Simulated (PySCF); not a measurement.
**MBe for M along the fifth-period p block**

MP2 with double-zeta basis sets in PySCF, for the lowest determinant that a PBE0 search found; no spin–orbit coupling. De refers to high-spin ground-configuration atoms.

```
 M       basis  reference, frozen orbitals  state (unpaired electrons)  Re (Å)  ωe (cm⁻¹)  De (eV)
Sn  x2c-SVPall                     UHF, 18              triplet (π ↑↑)   2.376        471     0.79
Sb  x2c-SVPall                     UHF, 18         quartet (σ ↑, π ↑↑)   2.432        451     0.68
 I    def2-SVP                      UHF, 4               doublet (σ ↑)   2.221        602     2.60
```

The shortest bond is that of BeI (2.221 Å), the longest that of BeSb (2.432 Å).

The rows differ in basis set, which adds steps of its own.

The state changes along the series, so neighbouring rows are not always alike in their bonding.

Correlated steps freeze the inner cores (4 to 18 orbitals); shallow outer-core shells are correlated. Correlated levels converge slowly with the basis: in double zeta they bind strong bonds too weakly, by up to about 1 eV, and carry superposition errors of some tenths. Spin–orbit coupling is left out, which matters for elements this heavy, above all for dissociation energies. States were picked by a PBE0 search and need not be the measured ground states.
